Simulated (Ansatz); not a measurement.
C2H6BrFSi can be A, `CC(F)([SiH3])Br`, or B, `FC([SiH3])CBr`.

Computed with Ansatz on PBE0-D4/def2-TZVP structures; ΔE is electronic, products minus reactants. CCSD(T)/CBS is the MP2 limit (def2-TZVPP, def2-QZVPP) plus CCSD(T) − MP2 in def2-TZVPP, frozen cores. DFT in def2-TZVPP. B3LYP here is the variant with VWN-RPA as its local correlation; programs differ in this. For Br outer-core shells are correlated without core-valence functions, which leaves a few kJ/mol of doubt a bond. Scalar relativity is left out up to krypton. Each species was taken in one conformer, which may not be the lowest.

Q: Which is lower in electronic energy at CCSD(T)/CBS, and by how much? (An estimate is asked.)

A: Ansatz gave: A, by 4.2 kcal/mol.

Q: Give E(B) − E(A) in kcal/mol with CCSD(T)/def2-TZVPP, PBE-D4, MP2/def2-TZVPP, r2SCAN-D4, B3LYP-D4, PBE0-D4, B3LYP. (Estimate.)

A: Computed: CCSD(T)/def2-TZVPP 3.6, PBE-D4 4.5, MP2/def2-TZVPP 4.3, r2SCAN-D4 4.8, B3LYP-D4 3.7, PBE0-D4 3.8, B3LYP 2.8. None reverses the order clearly.

Largest T1 diagnostic: 0.010.

In def2-TZVPP, CCSD(T) changes the Hartree–Fock value by +2.5 kcal/mol (the triples alone add +0.6 kcal/mol) and MP2 by +3.2 kcal/mol. The D4 term adds +0.9 kcal/mol with B3LYP and +0.5 kcal/mol with PBE0; it sums over pairs of atoms, weighted by their polarisabilities, and B3LYP, whose exchange is more repulsive, gets the larger term.
